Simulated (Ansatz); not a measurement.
Ansatz (an electronic-structure program) input file for Ge(Cl)2(Me)(OH) (CH4Cl2GeO), SMILES [CH3][Ge]([OH])([Cl])[Cl], PBE-D3(BJ)/def2-SVP. 

Ansatz 0.2 input:
```yaml
crystal:
  periodic: [false, false, false]
  atoms:
    - {symbol: C, position_ang: [1.19328325, 1.75628398, -0.00000000]}
    - {symbol: Ge, position_ang: [-0.06131164, 0.28773977, -0.00000000]}
    - {symbol: O, position_ang: [-1.70368922, 0.94010613, -0.00000001]}
    - {symbol: Cl, position_ang: [0.19249021, -0.98875331, 1.73843146]}
    - {symbol: Cl, position_ang: [0.19249021, -0.98875332, -1.73843145]}
    - {symbol: H, position_ang: [1.02943344, 2.36614800, -0.89955454]}
    - {symbol: H, position_ang: [2.21797695, 1.36118202, 0.00000000]}
    - {symbol: H, position_ang: [1.02943344, 2.36614801, 0.89955454]}
    - {symbol: H, position_ang: [-2.38972410, 0.25790904, 0.00000000]}
basis:
  gaussian:
    orbitals: def2-SVP
hamiltonian:
  xc: pbe
  dispersion: d3bj
relax: {f_tol: 0.002, max_steps: 200}
```

It prints:

```
WARN ansatz: RAYON_NUM_THREADS=1 ignored (pool sized by the plan → 1); use --threads N
Functional definition: PBE
integrals: 0.07 GiB planned
1274 factors; their error is unknown
mean field: 0.35 GiB planned
mean field evaluation 1: about -84664.7286 eV, gradient 7.7e1 eV
mean field evaluation 2: about -84607.1353 eV, gradient 1.8e2 eV
mean field evaluation 4: about -84676.0707 eV, gradient 1.4e1 eV
mean field evaluation 8: about -84676.4886 eV, gradient 2.0e-1 eV
mean field evaluation 16: about -84676.4157 eV, gradient 1.1e-4 eV
mean field -84676.41565916 eV, -3111.8008797383 hartree, gradient 2.6e-5 eV, S^2 0.000000; 0 other end points of the search recorded, 0 dependent functions left out
the calculation of the forces begins
reference -84676.41569174 eV, -3111.8008809355 hartree; 42, 42 occupied and 74, 74 virtual orbitals, 1274 factors
relax step   1: F+E_penalty+E_count = -84676.64755828 eV  Δ(F+E_penalty+E_count) = +0.000e0 eV  max|allowed force component| = 4.920e-1 eV/Å  Δτ_max = 0.0000 Å  (30 SCF iters, accepted)
these checks for a lower state are left out or cut short: starts, cluster_reference, orbital_swaps, neighbouring_geometries, increment
integrals: 0.07 GiB planned
1274 factors; their error is unknown
mean field: 0.35 GiB planned
mean field -84676.42282323 eV, -3111.8011430130 hartree, gradient 1.4e-5 eV, S^2 0.000000; 0 other end points of the search recorded, 0 dependent functions left out
the calculation of the forces begins
reference -84676.42285584 eV, -3111.8011442112 hartree; 42, 42 occupied and 74, 74 virtual orbitals, 1274 factors
relax step   2: F+E_penalty+E_count = -84676.65414761 eV  Δ(F+E_penalty+E_count) = -6.589e-3 eV  max|allowed force component| = 1.831e-1 eV/Å  Δτ_max = 0.0117 Å  (32 SCF iters, accepted)
these checks for a lower state are left out or cut short: starts, cluster_reference, orbital_swaps, neighbouring_geometries, increment
integrals: 0.07 GiB planned
1274 factors; their error is unknown
mean field: 0.35 GiB planned
mean field evaluation 32: about -84676.4243 eV, gradient 4.0e-4 eV
mean field -84676.42432577 eV, -3111.8011982303 hartree, gradient 1.4e-5 eV, S^2 0.000000; 0 other end points of the search recorded, 0 dependent functions left out
the calculation of the forces begins
reference -84676.42435841 eV, -3111.8011994297 hartree; 42, 42 occupied and 74, 74 virtual orbitals, 1274 factors
relax step   3: F+E_penalty+E_count = -84676.65542375 eV  Δ(F+E_penalty+E_count) = -1.276e-3 eV  max|allowed force component| = 4.288e-2 eV/Å  Δτ_max = 0.0101 Å  (32 SCF iters, accepted)
these checks for a lower state are left out or cut short: starts, cluster_reference, orbital_swaps, neighbouring_geometries, increment
integrals: 0.07 GiB planned
1274 factors; their error is unknown
mean field: 0.35 GiB planned
mean field -84676.42455857 eV, -3111.8012067853 hartree, gradient 1.4e-5 eV, S^2 0.000000; 0 other end points of the search recorded, 0 dependent functions left out
the calculation of the forces begins
reference -84676.42459119 eV, -3111.8012079843 hartree; 42, 42 occupied and 74, 74 virtual orbitals, 1274 factors
relax step   4: F+E_penalty+E_count = -84676.65569116 eV  Δ(F+E_penalty+E_count) = -2.674e-4 eV  max|allowed force component| = 2.875e-2 eV/Å  Δτ_max = 0.0057 Å  (32 SCF iters, accepted)
these checks for a lower state are left out or cut short: starts, cluster_reference, orbital_swaps, neighbouring_geometries, increment
integrals: 0.07 GiB planned
1274 factors; their error is unknown
mean field: 0.35 GiB planned
mean field -84676.42456354 eV, -3111.8012069680 hartree, gradient 1.4e-5 eV, S^2 0.000000; 0 other end points of the search recorded, 0 dependent functions left out
the calculation of the forces begins
reference -84676.42459616 eV, -3111.8012081668 hartree; 42, 42 occupied and 74, 74 virtual orbitals, 1274 factors
relax step   5: F+E_penalty+E_count = -84676.65579494 eV  Δ(F+E_penalty+E_count) = -1.038e-4 eV  max|allowed force component| = 6.394e-3 eV/Å  Δτ_max = 0.0073 Å  (32 SCF iters, accepted)
these checks for a lower state are left out or cut short: starts, cluster_reference, orbital_swaps, neighbouring_geometries, increment
integrals: 0.07 GiB planned
1274 factors; their error is unknown
mean field: 0.35 GiB planned
mean field -84676.42456353 eV, -3111.8012069678 hartree, gradient 3.0e-5 eV, S^2 0.000000; 0 other end points of the search recorded, 0 dependent functions left out
the calculation of the forces begins
reference -84676.42459615 eV, -3111.8012081666 hartree; 42, 42 occupied and 74, 74 virtual orbitals, 1274 factors
relax step   6: F+E_penalty+E_count = -84676.65579743 eV  Δ(F+E_penalty+E_count) = -2.491e-6 eV  max|allowed force component| = 3.993e-3 eV/Å  Δτ_max = 0.0006 Å  (20 SCF iters, accepted)
these checks for a lower state are left out or cut short: starts, cluster_reference, orbital_swaps, neighbouring_geometries, increment
integrals: 0.07 GiB planned
1274 factors; their error is unknown
mean field: 0.35 GiB planned
mean field -84676.42455855 eV, -3111.8012067848 hartree, gradient 4.2e-5 eV, S^2 0.000000; 0 other end points of the search recorded, 0 dependent functions left out
the calculation of the forces begins
reference -84676.42459117 eV, -3111.8012079836 hartree; 42, 42 occupied and 74, 74 virtual orbitals, 1274 factors
relax step   7: F+E_penalty+E_count = -84676.65579857 eV  Δ(F+E_penalty+E_count) = -1.142e-6 eV  max|allowed force component| = 6.982e-4 eV/Å  Δτ_max = 0.0003 Å  (20 SCF iters, accepted)
integrals: 0.07 GiB planned
1274 factors; their error is unknown
mean field: 0.35 GiB planned
mean field evaluation 64: about -84664.8368 eV, gradient 7.6e1 eV
mean field -84676.42455855 eV, -3111.8012067848 hartree, gradient 4.2e-5 eV, S^2 0.000000; 1 other end points of the search recorded, 0 dependent functions left out
the calculation of the forces begins
reference -84676.42459117 eV, -3111.8012079836 hartree; 42, 42 occupied and 74, 74 virtual orbitals, 1274 factors
Total energy: -84676.65583119 eV, -3111.8097058976 hartree
Atom 0 at     1.194828     1.758098     0.000000 Å, force    -0.000039     0.000009     0.000000 eV/Å
Atom 1 at    -0.063321     0.287410     0.000000 Å, force    -0.000698     0.000053    -0.000000 eV/Å
Atom 2 at    -1.713962     0.955299    -0.000000 Å, force    -0.000045    -0.000181     0.000000 eV/Å
Atom 3 at     0.191927    -0.994557     1.741007 Å, force     0.000137    -0.000001     0.000128 eV/Å
Atom 4 at     0.191927    -0.994557    -1.741007 Å, force     0.000137    -0.000001    -0.000128 eV/Å
Atom 5 at     1.029439     2.371027    -0.906062 Å, force     0.000050    -0.000101     0.000434 eV/Å
Atom 6 at     2.225291     1.357984    -0.000000 Å, force     0.000334     0.000171    -0.000000 eV/Å
Atom 7 at     1.029439     2.371027     0.906062 Å, force     0.000050    -0.000101    -0.000434 eV/Å
Atom 8 at    -2.385186     0.246280    -0.000000 Å, force     0.000072     0.000153    -0.000000 eV/Å
Dipole moment:     0.036275     0.286270    -0.000000 e Å
```

The run converged.

Cost: around 18 core-seconds (rough).
